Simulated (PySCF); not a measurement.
Compound: C5H15NSi2.
Atom-mapped SMILES: `[CH3:1][N:2]([CH3:3])[C@H:4]1[CH2:5][CH2:6][SiH2:7][SiH2:8]1` (hydrogens: H9, H10, H11 on C1; H12, H13, H14 on C3; H15 on C4; H16, H17 on C5; H18, H19 on C6; H20, H21 on Si7; H22, H23 on Si8)

Structure used (PBE0-D3(BJ)/def2-SVP), in Å, numbered top down from 1:
```
atom  x, y, z in Å
C1    -2.1084    1.4487    0.6784
N2    -1.4033    0.3766    0.0251
C3    -2.0122   -0.9079    0.2500
C4     0.0371    0.4224    0.1799
C5     0.6127   -0.0027    1.5497
C6     2.1314    0.1966    1.6065
Si7    2.9379   -0.6754    0.1082
Si8    1.0216   -0.4683   -1.2188
H9    -1.6776    2.4189    0.3858
H10   -3.1647    1.4465    0.3646
H11   -2.0968    1.3935    1.7904
H12   -2.0359   -1.2181    1.3184
H13   -1.4783   -1.6884   -0.3128
H14   -3.0541   -0.8950   -0.1085
H15    0.3344    1.4783    0.0269
H16    0.1198    0.5675    2.3566
H17    0.3735   -1.0653    1.7373
H18    2.5512   -0.1581    2.5606
H19    2.3714    1.2724    1.5366
H20    3.2855   -2.0963    0.4291
H21    4.1773    0.0195   -0.3591
H22    0.4260   -1.7832   -1.6114
H23    1.1245    0.3880   -2.4384
```

All values: PBE0/pcSseg-1 (PySCF, non-relativistic), on one gas-phase PBE0-D3(BJ)/def2-SVP geometry that isn't relaxed in the solvent. The solvent is an IEF-PCM continuum (cavity from Bondi-type radii × 1.2). Only the electrostatic response of the medium enters.

```csv
run,E − E(gas) (kcal/mol),HOMO (eV),HOMO–LUMO gap (eV),dipole (D)
gas,0.00,-5.83,6.08,1.34
P,-1.48,-5.77,6.10,1.69
Q,-2.06,-5.77,6.12,1.84
```

Question: The runs were made in acetone and chloroform. Which run belongs to which solvent?

Answer: P = chloroform, Q = acetone. The dielectric constants are 4.711 (chloroform), 20.49 (acetone), and the energy falls further as ε rises. In this model the ground state sees the solvent through ε alone.

Question: How constant is the ratio of the lowering to (ε − 1)/(2ε + 1)?

Answer: 
| solvent | (ε − 1)/(2ε + 1) | E − E(gas) (kcal/mol) | ratio (kcal/mol) | polarisation term (kcal/mol) |
| --- | --- | --- | --- | --- |
| chloroform | 0.356 | -1.48 | -4.1 | -1.60 |
| acetone | 0.464 | -2.06 | -4.4 | -2.32 |

The ratio changes by +7.0 % in size from chloroform to acetone. The polarisation term is half the interaction of the solute with the induced surface charges.

Time: 35 s of wall time; peak memory 1.4 GiB. Hardware: one thread of an Intel Xeon 6975P-C, on a shared host. This is the whole shielding run at PBE0/pcSseg-1 in acetone, SCF included.
